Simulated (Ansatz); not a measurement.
Start from `[CH3][AlH][SiH2]F` and change one atom or group to get `F[SiH2][AlH][GeH3]`.

Ansatz, PBE0-D4/def2-TZVP geometries, multiplicity 1. Each molecule was computed in one conformer, which needn't be the lowest.

Scalar relativity is left out up to krypton.

```tsv
property	`[CH3][AlH][SiH2]F`
size of the dipole moment (B3LYP/def2-TZVPP) / D	1.55
HOMO–LUMO gap (PBE/def2-TZVPP) / eV	3.63
LUMO energy (PBE/def2-TZVPP) / eV	-2.61
LUMO energy (PBE0/def2-TZVPP) / eV	-1.86
HOMO–LUMO gap (ωB97M-V/def2-TZVPP) / eV	9.15
HOMO energy (ωB97M-V/def2-TZVPP) / eV	-9.39
```

(1) What does the change do to each property? (Estimate.)

Answers

(1) Computed: 
```csv
property,`F[SiH2][AlH][GeH3]`,shift
size of the dipole moment (B3LYP/def2-TZVPP) / D,0.96,-0.59
HOMO–LUMO gap (PBE/def2-TZVPP) / eV,3.07,-0.56
LUMO energy (PBE/def2-TZVPP) / eV,-3.25,-0.64
LUMO energy (PBE0/def2-TZVPP) / eV,-2.52,-0.66
HOMO–LUMO gap (ωB97M-V/def2-TZVPP) / eV,8.42,-0.73
HOMO energy (ωB97M-V/def2-TZVPP) / eV,-9.29,0.10
```

Dipoles are sizes alone; their direction can turn.

B3LYP here is the variant with VWN-RPA as its local correlation; programs differ in this.
